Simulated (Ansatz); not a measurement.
Ideal-gas functions of BFH$_{2}$OSi, SMILES `FB1O[SiH2]1` at 600 K and 1 bar, from an Ansatz frequency run at PBE0-D4/def2-TZVP.

Molar mass 75.91 g/mol, point group Cs (symmetry number 1), electronic degeneracy 1, moments of inertia 24.073, 130.322, 148.432 u Å². Harmonic wavenumbers (cm⁻¹, unscaled): 319, 344, 573, 583, 632, 663, 740, 972, 1167, 1571, 2242, 2257.

Use S(trans) = R[1.5 ln M + 2.5 ln T − 1.1517]; rotational temperatures θ = 24.2544 K / I; S(rot) = R[ln(√π/σ · √(T³/θAθBθC)) + 1.5]; for each mode x = 1.438777 ν̃/T, S = R[x/(eˣ − 1) − ln(1 − e⁻ˣ)] and H = RT x/(eˣ − 1); 1 cm⁻¹ = 0.0119627 kJ/mol; R = 8.31446 J/(mol·K).

Question: By hand: the entropy, in J/(mol·K).

Answer: Translation 177.4. Rotation: θ = 1.0075, 0.1861, 0.1634 K, giving 111.5. Vibration, mode by mode: 10.74, 10.15, 6.30, 6.17, 5.61, 5.28, 4.56, 2.94, 2.03, 0.94, 0.25, 0.24, in all 55.2. Electronic 0.0. Sum 344.1 J/(mol·K).

Question: By hand: H − E and G − E in kJ/mol, counted from the electronic energy.

Answer: Zero-point energy ½ × 12063 × 0.0119627 = 72.2; thermal vibration 20.0; translation, rotation and pV give 4 RT = 20.0. H − E = 112.2 kJ/mol, and G − E = 112.2 − 600 × 344.1/1000 = -94.3 kJ/mol.

Vibration gives 16 % of the entropy.
